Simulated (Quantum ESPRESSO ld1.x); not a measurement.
Problem. These are the eigenvalues of the occupied orbitals of an atom or ion with whole-number occupations (eV). Calculated with ld1.x of Quantum ESPRESSO 7.5: non-relativistic Kohn-Sham, PBE, spin-unpolarised, spherical densities, point nucleus.

orbital  eigenvalue
1s       -29572.402
2s        -4735.935
2p        -4463.518
3s        -1230.842
3p        -1118.037
3d         -910.143
4s         -476.879
4p         -434.905

Which element is it, and in what charge state? The configuration may be excited.

Solution. Z = 51, antimony, charge +16: Sb16+ in [Ar] 3d10 4s2 4p5. The list shows which subshells hold electrons but not how many an open one holds; the 1s level, -1086.8 hartree, gives Z - s = 46.6 by -(Z - s)^2/2, which with screening narrows Z to a few neighbours, and the depths of the outer levels then fix element, charge and occupations together.
